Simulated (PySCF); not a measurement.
## Radial density of Al³⁺ (aluminium, charge +3)

wB97M-V, [Ne], closed-shell 1S. All numbers are calculated (PySCF 2.14, scalar relativity by spin-free X2C-1e, in x2c-QZVPPall).

```
r (bohr)  4πr²ρ (e/bohr)
 0.00245          0.1101
 0.00412          0.2911
 0.00692          0.7490
  0.0116           1.839
  0.0196           4.173
  0.0329           8.267
  0.0554           13.05
  0.0932           14.30
   0.157           10.06
   0.264           9.170
   0.443           12.65
   0.746           7.588
    1.25           1.173
    2.11         0.02565
    3.55       3.036e-05
```

Densities and radii are taken from the X2C orbitals without a picture-change correction, which distorts them close to the nucleus.
